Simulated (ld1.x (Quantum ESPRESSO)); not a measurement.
**PBEsol TM dataset for W (Z = 74), scalar-relativistic all-electron reference.**

Input for ld1.x (Quantum ESPRESSO) 7.5:

```
&input
   title='W', zed=74., rel=1, dft='PBESOL', iswitch=3,
   config='[Xe] 4f14 5d4 6s2 6p0',
   nld=3, rlderiv=2.20, eminld=-5.0, emaxld=5.0, deld=0.02
 /
 &inputp
   pseudotype=2, tm=.true., lloc=-1, rcloc=1.55,
   nlcc=.true.,
   file_pseudopw='W.UPF', file_wfcaegen='ae.wfc', file_wfcncgen='nc.wfc', file_beta='beta', file_chi='chi'
 /
3
6S  1  0   2.00   0.00  2.00  2.00  0.0
5P  2  1   6.00   0.00  1.80  1.80  0.0
5D  3  2   4.00   0.00  1.55  1.55  0.0
 &test
   configts(1)='5p6 5d4 6s2 6p0'
 /
```

Command:

```bash
ld1.x < W.in > W.out
```

Resulting log (shortened: banner, matrices, multipoles, cross overlaps and the repeated all-electron block are left out):

```
Program LD1 v.7.5
     --------------------------- All-electron run ----------------------------

     W
     scalar relativistic calculation

     atomic number is 74.00
     dft =PBESOL   lsd =0 sic =0 latt =0  beta=0.20 tr2=1.0E-14
     Exchange-correlation= PBESOL
                           (   1   4  10   8   0   0   0)
     mesh =1273 r(mesh) =  99.08072 a.u. xmin = -7.00 dx = 0.01250
     1 Ry =  13.60569312 eV, c = 137.03599908

     n l     nl                  e(Ry)          e(Ha)          e(eV)
     1 0     1S 1( 2.00)     -5106.1401     -2553.0700    -69472.5750
     2 0     2S 1( 2.00)      -881.3270      -440.6635    -11991.0646
     2 1     2P 1( 6.00)      -770.7920      -385.3960    -10487.1593
     3 0     3S 1( 2.00)      -202.9587      -101.4793     -2761.3933
     3 1     3P 1( 6.00)      -170.2322       -85.1161     -2316.1277
     4 0     4S 1( 2.00)       -41.8458       -20.9229      -569.3409
     4 1     4P 1( 6.00)       -31.1112       -15.5556      -423.2890
     3 2     3D 1(10.00)      -132.5923       -66.2962     -1804.0105
     5 0     5S 1( 2.00)        -5.8143        -2.9071       -79.1074
     5 1     5P 1( 6.00)        -3.1767        -1.5883       -43.2212
     4 2     4D 1(10.00)       -17.5123        -8.7561      -238.2667
     4 3     4F 1(14.00)        -2.4430        -1.2215       -33.2382
     5 2     5D 1( 4.00)        -0.3316        -0.1658        -4.5117
     6 0     6S 1( 2.00)        -0.4223        -0.2112        -5.7458
     6 1     6P 1( 0.00)        -0.0979        -0.0489        -1.3315

     final scf error:  2.3E-15 reached in  33 iterations

     Etot =  -32275.537659 Ry,  -16137.768830 Ha, -439131.060773 eV

     Ekin =   35567.121355 Ry,   17783.560677 Ha,  483915.338422 eV
     Encl =  -79818.466412 Ry,  -39909.233206 Ha,-1085985.559547 eV
     Eh   =   12611.683664 Ry,    6305.841832 Ha,  171590.697692 eV
     Exc  =    -635.876266 Ry,    -317.938133 Ha,   -8651.537340 eV

     normalization and overlap integrals

     s(1S/1S) =  1.000000  <r> =   0.0183  <r2> =    0.0005  r(max) =   0.0115
     s(2S/2S) =  1.000000  <r> =   0.0776  <r2> =    0.0071  r(max) =   0.0653
     s(2P/2P) =  1.000000  <r> =   0.0694  <r2> =    0.0059  r(max) =   0.0541
     s(3S/3S) =  1.000000  <r> =   0.2011  <r2> =    0.0462  r(max) =   0.1842
     s(3P/3P) =  1.000000  <r> =   0.2014  <r2> =    0.0470  r(max) =   0.1842
     s(4S/4S) =  1.000000  <r> =   0.4496  <r2> =    0.2282  r(max) =   0.4204
     s(4P/4P) =  1.000000  <r> =   0.4781  <r2> =    0.2601  r(max) =   0.4419
     s(3D/3D) =  1.000000  <r> =   0.1824  <r2> =    0.0390  r(max) =   0.1490
     s(5S/5S) =  1.000000  <r> =   1.0667  <r2> =    1.2791  r(max) =   0.9593
     s(5P/5P) =  1.000000  <r> =   1.2493  <r2> =    1.7719  r(max) =   1.0870
     s(4D/4D) =  1.000000  <r> =   0.5115  <r2> =    0.3032  r(max) =   0.4531
     s(4F/4F) =  1.000000  <r> =   0.6078  <r2> =    0.4646  r(max) =   0.4310
     s(5D/5D) =  1.000000  <r> =   2.0716  <r2> =    5.2601  r(max) =   1.4858
     s(6S/6S) =  1.000000  <r> =   3.1621  <r2> =   11.4190  r(max) =   2.6404
     s(6P/6P) =  1.000000  <r> =   4.7859  <r2> =   27.0086  r(max) =   3.7004

     ------------------------ End of All-electron run ------------------------

     --------------------- Generating NC pseudopotential ---------------------

      Generating local potential from pseudized AE potential:
      Matching radius rcloc =   1.5500

      Local pseudo, rcloc= 1.562 Estimated cut-off energy=    10.31 Ry

      Computing core charge for nlcc:

       r > 0.92 : true rho core
       r < 0.92 : rho core = a sin(br)/r    a=  26.52  b=   2.81

      Integrated core pseudo-charge :  12.83

      Wfc   6S  rcut= 2.006  Using Troullier-Martins method

      Wfc   5P  rcut= 1.815  Using Troullier-Martins method

      Wfc   5D  rcut= 1.562  Using Troullier-Martins method

     ------------------- End of pseudopotential generation -------------------

     Computing logarithmic derivative in   2.20275
     Computing logarithmic derivative in   2.20275
     Computing the partial wave expansion
     R is outside the sphere for l=    0 j= 0.00
     R is outside the sphere for l=    1 j= 0.00
     R is outside the sphere for l=    2 j= 0.00

     ---------------------- Testing the pseudopotential ----------------------

     W
     scalar relativistic calculation

     atomic number is 74.00   valence charge is 12.00
     dft =PBESOL   lsd =0 sic =0 latt =0  beta=0.20 tr2=1.0E-14
     mesh =1273 r(mesh) =  99.08072 xmin = -7.00 dx = 0.01250

     n l     nl             e AE (Ry)        e PS (Ry)    De AE-PS (Ry)
     2 1     5P   1( 6.00)       -3.17670       -3.17670        0.00000
     3 2     5D   1( 4.00)       -0.33160       -0.33159       -0.00001
     1 0     6S   1( 2.00)       -0.42231       -0.42230       -0.00000
     3 1     6P   1( 0.00)       -0.09787       -0.10031        0.00244

     eps = 9.5E-16  iter =  7

     Etot =  -32275.537659 Ry,  -16137.768830 Ha, -439131.060773 eV
     Etotps =  -118.683659 Ry,     -59.341830 Ha,   -1614.773446 eV

     Ekin =      34.921665 Ry,      17.460833 Ha,     475.133459 eV
     Encl =    -195.955394 Ry,     -97.977697 Ha,   -2666.108962 eV
     Ehrt =      73.718010 Ry,      36.859005 Ha,    1002.984624 eV
     Ecxc =     -41.584336 Ry,     -20.792168 Ha,    -565.783717 eV
     (Ecc =     -25.851023 Ry,     -12.925511 Ha,    -351.721086 eV)
     Epseu=      10.216396 Ry,       5.108198 Ha,     139.001150 eV

     ---------------------- End of pseudopotential test ----------------------
```

Note: ghost state, extra bound levels that the all-electron valence spectrum of the same l lacks: s at -87.4 eV. A true bound ghost makes a file unfit for plane-wave use.

Generation and configuration tests took about 1.9 s on one core of a shared server CPU.
